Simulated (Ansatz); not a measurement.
Frontier orbitals of C$_{3}$H$_{4}$F$_{4}$O (`OC(CF)C(F)(F)F`).

The species carries charge 0 and has multiplicity 1. The structure was optimised at the PBE0-D4/def2-TZVP level. It is one conformer, not always the lowest. Basis def2-TZVPP, the Gaussian-basis code of Ansatz.

Orbital energies of one run (eV). Highest occupied ones, from the top: -8.19, -9.46, -9.76, -10.55, -11.08, -11.45, -11.45, -11.77, -12.43, -12.70, -12.73, -13.54, -14.22, -14.33. Empty: 0.80, 1.61, 2.27, 2.69, 2.79, 3.23.

Q: Which functional gave them?
A. ωB97M-V
B. r2SCANh
C. PBE0
D. B97M-V

A: B. HOMO energies: r2SCANh -8.19, ωB97M-V -11.34, PBE0 -8.89, B97M-V -7.69 eV.
